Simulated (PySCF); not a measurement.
BH4, SMILES [BH4-], charge -1.

Geometry: ωB97X-D3(BJ)/def2-TZVPD.

These are PBE/def2-TZVPD (PySCF) values and carry that method's errors.

Gas-phase values at a fixed geometry.

```json
{
  "total_energy": "-27.20483 hartree",
  "point_group": "Td",
  "highest_occupied_level": "-0.65 eV",
  "lowest_empty_level": "3.82 eV",
  "orbital_gap": "4.47 eV",
  "dipole_moment_about_the_centre_of_nuclear_charge": "0.000 e·Å",
  "mean_static_polarisability": "41.6 bohr³ (6.16 Å³)",
  "polarisability_principal_values": "41.6, 41.6, 41.6 bohr³"
}
```
